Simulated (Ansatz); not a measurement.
`NB1NCO1`, one more setting.

```yaml
crystal:
  periodic: [false, false, false]
  atoms:
    - {symbol: N, position_ang: [-1.720664, 0.381537, -0.864715]}
    - {symbol: B, position_ang: [-0.318268, 0.165576, 0.156038]}
    - {symbol: N, position_ang: [0.408254, -0.977690, 0.611083]}
    - {symbol: C, position_ang: [1.511280, -0.127097, 0.496322]}
    - {symbol: O, position_ang: [0.808905, 1.207105, 0.092421]}
    - {symbol: H, position_ang: [-1.804261, 1.312288, -1.125137]}
    - {symbol: H, position_ang: [-2.411795, -0.402225, -0.931318]}
    - {symbol: H, position_ang: [0.298067, -1.751724, 0.293055]}
    - {symbol: H, position_ang: [1.639746, 0.024979, 1.939858]}
    - {symbol: H, position_ang: [2.134689, -0.239457, -0.299948]}
basis:
  gaussian: {orbitals: STO-3G}
hamiltonian: {xc: {name: r2SCANh}, pseudopotentials: {relativity: scalar}}
output: {forces: true}
```

```sh
$ ansatz run in.yaml --threads 2 --pin off --events-out ev --progress --plain --max-ram 4352MiB
```

It prints (some lines left out):

```
Functional definition: r2SCANh
423 factors; integrals over basis functions are off by at most 6.7e-5 eV
mean field evaluation 1: about -6724.5880 eV, gradient 3.1e1 eV
mean field evaluation 2: about -6717.1772 eV, gradient 6.1e1 eV
mean field evaluation 4: about -6727.6251 eV, gradient 2.1e0 eV
mean field evaluation 8: about -6727.5272 eV, gradient 5.9e-2 eV
mean field -6727.52722707 eV, -247.2320655133 hartree, gradient 2.2e-5 eV, S^2 0.000000; 0 other end points of the search recorded, 0 dependent functions left out
reference -6727.52723260 eV, -247.2320657165 hartree; 19, 19 occupied and 11, 11 virtual orbitals, 423 factors
Total energy: -6727.52723260 eV, -247.2320657165 hartree
Relativity: scalar
Atom 0 at    -1.720664     0.381537    -0.864715 Å, force     7.143164    -5.597780     5.888626 eV/Å
Atom 1 at    -0.318268     0.165576     0.156038 Å, force    -4.916271     3.636622    -5.615411 eV/Å
Atom 2 at     0.408254    -0.977690     0.611083 Å, force    -2.481912    14.832198     4.925758 eV/Å
Atom 3 at     1.511280    -0.127097     0.496322 Å, force    -0.116266     4.998549     9.569005 eV/Å
Atom 4 at     0.808905     1.207105     0.092421 Å, force    -2.759254    -4.934643     1.229235 eV/Å
Atom 5 at    -1.804261     1.312288    -1.125137 Å, force    -1.640508     3.232567    -1.295229 eV/Å
Atom 6 at    -2.411795    -0.402225    -0.931318 Å, force    -0.028101     1.540760    -0.138328 eV/Å
Atom 7 at     0.298067    -1.751724     0.293055 Å, force    -1.552473   -16.245775    -6.463635 eV/Å
Atom 8 at     1.639746     0.024979     1.939858 Å, force     2.045598    -0.081467    -5.547637 eV/Å
Atom 9 at     2.134689    -0.239457    -0.299948 Å, force     4.306024    -1.381031    -2.552384 eV/Å
Dipole moment:    -0.065496    -0.314347    -0.101794 e Å
```

Hardware: 2 threads of an Arm Neoverse V2 on a shared host. Wall time 1.6 s, peak host memory 0.4 GiB.
